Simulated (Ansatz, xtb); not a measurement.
## Isomers of C2H8As2 in order of energy

6 gas-phase structures of C2H8As2, from a drawn sample of its isomers (lower ones may exist). Each was relaxed with GFN2-xTB; where two conformers were screened, the lower at r2SCAN-D4/def2-SVP is listed:

A. `[AsH2]CC[AsH2]`, a singlet
B. `C[As](C)[AsH2]`, a singlet
C. `C[AsH][AsH]C`, a singlet
D. `CC[AsH][AsH2]`, a singlet
E. `CC([AsH2])[AsH2]`, a singlet
F. `C[AsH]C[AsH2]`, a singlet

Q: Make a reasoned guess at their ranking by r2SCAN-D4/def2-SVP single-point energy.

A: Calculated order at r2SCAN-D4/def2-SVP: B (0.0), C (4.6), D (15.1), F (69.5), E (81.7), A (82.4) kJ/mol. Less than 1 kcal/mol parts E and A, so the order within that pair means little.

Energies above the lowest of each column, in kJ/mol; the last columns are at PBE0-D3(BJ)/def2-SVP geometries and were run for some of them only (a dash: not run or not comparable):

```
structure  GFN2-xTB  HF/STO-3G  r2SCAN-D4/def2-SVP  PBE0-D3(BJ)/def2-SVP  CCSD(T)/def2-SVP + ΔMP2/def2-TZVPP
        B      18.5        0.0                 0.0                   0.0                                 0.0
        C      16.5        2.2                 4.6                   4.9                                 6.4
        D       0.0       32.6                15.1                     –                                   –
        F      83.3       73.3                69.5                     –                                   –
        E      80.7      114.2                81.7                     –                                   –
        A      70.9       99.0                82.4                     –                                   –
```

CCSD(T)/def2-SVP + ΔMP2/def2-TZVPP puts B lowest of those it was run on; GFN2-xTB picks D. Some further structures that were screened fall inside this span and aren't listed. Flexible structures stand in one conformer each, not always the lowest. Frequencies (GFN2-xTB) were run for B, C alone. ΔMP2 is the change of the MP2 energy from the smaller to the larger basis.

Over these structures GFN2-xTB departs from r2SCAN-D4/def2-SVP by 12.0 kJ/mol on average once a common shift is removed. A GFN2-xTB relaxation took about 1.7 s and the r2SCAN-D4/def2-SVP energy about 8.7 s on a shared host (Ansatz 0.2.0, xtb 6.7.1).
